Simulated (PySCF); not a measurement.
1-fluorohexane, C6H13F.
Cartesian coordinates in Å at the PBE0-D3(BJ)/def2-SVP level; atoms count from 1:
```
atom  x, y, z in Å
C1     3.206    0.095   -0.221
C2     1.838    0.515    0.294
C3     0.686   -0.232   -0.364
C4    -0.682    0.188    0.150
C5    -1.836   -0.552   -0.509
C6    -3.192   -0.100   -0.022
F7    -3.375    1.239   -0.282
H8     3.296    0.272   -1.305
H9     4.015    0.651    0.275
H10    3.386   -0.978   -0.048
H11    1.790    0.363    1.387
H12    1.698    1.599    0.139
H13    0.729   -0.078   -1.458
H14    0.820   -1.319   -0.212
H15   -0.823    1.270   -0.008
H16   -0.726    0.035    1.244
H17   -1.791   -0.416   -1.604
H18   -1.751   -1.638   -0.329
H19   -4.001   -0.662   -0.521
H20   -3.290   -0.251    1.068
```

Computed, not measured: PBE0-D3(BJ)/def2-SVP geometry optimisation, gas phase (PySCF).

Take the most abundant isotopes and a rigid rotor. The values belong to one conformer with, in the numbering `[CH3:1][CH2:2][CH2:3][CH2:4][CH2:5][CH2:6][F:7]`, C1–C2–C3–C4 180°, C2–C3–C4–C5 180°, C3–C4–C5–C6 -178°, C4–C5–C6–F7 60°.

(1) What are A, B and C (MHz)?

(2) Classify the top.

(3) What does the inertial defect say?

(4) Which types of transition are allowed, and where do some lines up to J = 3 fall?

Answers

(1) Ia = 59.43, Ib = 617.81, Ic = 645.27 u·Å²; 505379 MHz·u·Å²/I gives A = 8504, B = 818.0, C = 783.2 MHz.

(2) A near-prolate asymmetric top; Ray's κ = -0.991.

(3) Not planar: Δ = Ic − Ia − Ib = -31.97 u·Å². For a rigid frame Δ = −2 Σ m c², so Σ m c² = 15.99 u·Å² lies off the ab plane: 10.84 from hydrogen and 5.15 from heavier atoms. The atom farthest from that plane is 1.39 Å away.

(4) The dipole components are |μa| = 0.56 D, |μb| = 1.43 D, |μc| = 0.56 D. Intensities carry the squares of the components, which stand as 0.15 : 1.00 : 0.15 (a : b : c). Some lines, for components of 0.1 D or more:

```csv
type,branch,"J(Ka,Kc)",MHz,lower level (cm⁻¹)
a,R,"1(0,1) ← 0(0,0)",1601,0.000
a,R,"2(1,2) ← 1(1,1)",3168,0.310
a,R,"2(1,1) ← 1(1,0)",3237,0.311
a,R,"3(0,3) ← 2(0,2)",4803,0.160
a,R,"3(2,2) ← 2(2,1)",4804,1.188
a,R,"3(2,1) ← 2(2,0)",4804,1.188
a,R,"3(1,2) ← 2(1,1)",4856,0.419
c,Q,"3(1,3) ← 3(0,3)",7600,0.320
c,Q,"1(1,1) ← 1(0,1)",7686,0.053
b,Q,"1(1,0) ← 1(0,1)",7721,0.053
c,R,"1(1,0) ← 0(0,0)",9322,0.000
c,R,"2(1,1) ← 1(0,1)",10958,0.053
b,Q,"3(2,1) ← 3(1,2)",23007,0.581
b,Q,"2(2,0) ← 2(1,1)",23059,0.419
b,Q,"3(2,2) ← 3(1,3)",23215,0.574
b,R,"2(2,1) ← 1(1,0)",26296,0.311
c,R,"2(2,1) ← 1(1,1)",26331,0.310
c,R,"3(2,1) ← 2(1,1)",27863,0.419
c,Q,"3(3,1) ← 3(2,1)",38518,1.348
b,Q,"3(3,0) ← 3(2,1)",38518,1.348
c,R,"3(3,0) ← 2(2,0)",43322,1.188
```

Whether it is a minimum is left open (no frequencies). Zero-point vibration and centrifugal distortion are left out. A rigid rotor knows nothing of internal rotation, which can split or shift real lines.
